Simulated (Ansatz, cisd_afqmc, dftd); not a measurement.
Reaction: C5H6S (SMILES c1ccsc1C) → C5H6S (3-methylthiophene, SMILES Cc1ccsc1)
Each species at its own B3LYP-D3(BJ)/def2-TZVP minimum (Ansatz, a program for electronic structure).

Quantity: isomerisation energy (electronic), in kcal/mol. Radicals and triplets start from unrestricted determinants; spin-orbit coupling is neglected. Correlated methods leave the cores frozen. No relativity. AFQMC is phaseless with a CISD trial state; ± is one standard error, without the phaseless bias. Outlying blocks are dropped, and bars are widened where a walk drifts. Over all cases where full CI ran beside it in this data, AFQMC minus full CI had a median of +0.1 mEh and passed +0.4 mEh in a tenth of the cases. CBS(X,Y): correlation extrapolated as X^-3, Hartree-Fock from the larger set. A bracket is a step between two methods taken in the basis named. The restricted determinant of C5H6S (Cc1cccs1, singlet) is unstable towards broken spin symmetry in at least one set run. The restricted determinant of C5H6S (Cc1ccsc1, singlet) is unstable towards broken spin symmetry in at least one set run.

```csv
level,program,isomerisation energy (kcal/mol)
HF/cc-pV(T+d)Z,Ansatz,-0.1
r2SCAN-D3(BJ)/def2-TZVPD,Ansatz + dftd3,0.0
r2SCAN-D4/def2-TZVPD,Ansatz + dftd4,0.0
B3LYP-D3(BJ)/def2-TZVPD,Ansatz + dftd3,0.1
r2SCANh-D4/def2-TZVPD,Ansatz + dftd4,0.0
r2SCANh/def2-TZVPD,Ansatz,0.0
wB97X-V/def2-TZVPD,Ansatz,-0.1
wB97M-V/def2-TZVPD,Ansatz,-0.1
MP2/cc-pV(T+d)Z,Ansatz,0.0
"MP2/CBS(cc-pV(T+d)Z,cc-pV(Q+d)Z)",Ansatz,0.0
CCSD/cc-pV(Q+d)Z,Ansatz,-0.1
AFQMC/CISD/cc-pV(T+d)Z,cisd_afqmc,0.4 ± 0.7
"CCSD(T)/CBS(cc-pV(T+d)Z,cc-pV(Q+d)Z) + [AFQMC/CISD - CCSD(T)]/cc-pV(T+d)Z",Ansatz + cisd_afqmc,0.5 ± 0.7
```
